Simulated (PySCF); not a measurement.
**Nickel: a sound run and one with changed settings**

Sound run: Ni⁺ [Ar] 3d9, Ni²⁺ [Ar] 3d8. Computed with PySCF 2.14 in Sapporo-DKH3-DZP-2012, with scalar relativity by spin-free X2C-1e. The sound run starts from symmetry-adapted Hartree-Fock orbitals and uses a fine grid where one is needed.

Changed run: initial guess minao, at most 3 SCF cycles. This setting is unsound on purpose.

| species | method | sound run (hartree) | changed run (hartree) | converged |
| --- | --- | --- | --- | --- |
| Ni⁺ | UHF | -1518.76182 | -1518.57966 | no |
| Ni⁺ | MN15 | -1521.21271 | -1520.91972 | no |
| Ni⁺ | M06-L | -1520.16966 | -1519.70617 | no |
| Ni²⁺ | UHF | -1518.20629 | -1518.15936 | no |
| Ni²⁺ | MN15 | -1520.50126 | -1520.40943 | no |
| Ni²⁺ | M06-L | -1519.51348 | -1519.33299 | no |

The SCF was stopped early; the energies are upper bounds that still move, and correlated levels were skipped or rest on poor orbitals.
